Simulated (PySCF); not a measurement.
**Correlation energy of Yb²⁺ (ytterbium, charge +2)**

[Xe] 4f14, closed-shell 1S. All numbers are calculated (PySCF 2.14, scalar relativity by spin-free X2C-1e, in cc-pVDZ-X2C). Frozen: [Kr] 4d10; 22 electrons correlated.

| level | correlation energy (mhartree) |
| --- | --- |
| CCSD | -873.54 |
| (T) | -28.20 |
| CCSD(T) | -901.74 |

Diagnostics: T1 = 0.014, D1 = 0.0252, largest double amplitude 0.020.

Problem. Is a single reference adequate?

Solution. Yes, within this model without spin-orbit coupling: T1 lies below 0.03 and no double amplitude reaches 0.07.
